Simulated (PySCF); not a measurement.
Geometry:
```csv
atom,x (Å),y (Å),z (Å)
C1,2.137,-0.881,0.620
C2,1.060,-0.286,0.236
C3,-0.032,0.309,-0.154
C4,-0.077,1.752,-0.578
F5,-0.866,2.475,0.291
C6,-1.359,-0.421,-0.230
F7,-1.644,-0.739,-1.550
C8,-1.337,-1.632,0.573
N9,-1.307,-2.579,1.210
H10,2.787,-1.384,-0.078
H11,2.429,-0.904,1.657
H12,-0.533,1.854,-1.570
H13,0.919,2.202,-0.562
H14,-2.177,0.233,0.112
```

Geometry: GFN2-xTB; GIAO shifts from PySCF 2.14, gas phase, non-relativistic, averaged over equivalent atoms.

At BP86/def2-SVP (151 basis functions, 25 s wall time on 1 thread of an Arm Neoverse V2, shared host):
| atoms | δ (ppm) |
| --- | --- |
| C2 | 203.2 |
| C8 | 105.5 |
| C3 | 97.4 |
| C4 | 81.1 |
| C6 | 77.9 |
| C1 | 75.5 |
| F7 | -204.8 |
| F5 | -235.3 |
| N9 | 282.1 |
| H14 | 5.98 |
| H12 | 5.39 |
| H10/H11 | 5.15 |
| H13 | 5.13 |

δ = σ(ref) − σ, references computed at the same level: TMS for $^{13}$C (191.95 ppm), $^{1}$H (31.75 ppm); $^{19}$F (179.44 ppm) against CFCl3; $^{15}$N (268.66 ppm) against NH3.

Predict the values at PBE0/pcSseg-1 on the same geometry.

## Answers


```tsv
atoms	δ at PBE0/pcSseg-1	change
C2	223.0	+19.8
C8	119.5	+14.0
C3	104.0	+6.6
C4	84.2	+3.1
C6	79.4	+1.5
C1	85.8	+10.3
F7	-209.4	-4.6
F5	-245.1	-9.8
N9	317.0	+34.9
H14	5.96	-0.02
H12	5.49	+0.10
H10/H11	5.65	+0.50
H13	5.35	+0.22
```

Shifts are taken against calculated references (same method and geometry level): $^{13}$C (σ = 186.93 ppm), $^{1}$H (σ = 31.72 ppm) against TMS; CFCl3 for $^{19}$F (σ = 170.95 ppm); NH3 for $^{15}$N (σ = 267.73 ppm).

The largest change is at N9 (nitrile nitrogen). Cost: 178 basis functions, 22 s wall time on 1 thread of an Arm Neoverse V2, shared host. The order of the carbon signals changes between the two levels.

Unscaled 19F shifts against computed CFCl3 carry errors that often reach 10 to 50 ppm. Experimental scales use liquid or dissolved standards, which lie at an offset from isolated NH3 (liquid NH3: subtract about 20 ppm). Unscaled 15N shifts of sp2 nitrogen often come out too high even then, by a few to some tens of ppm.
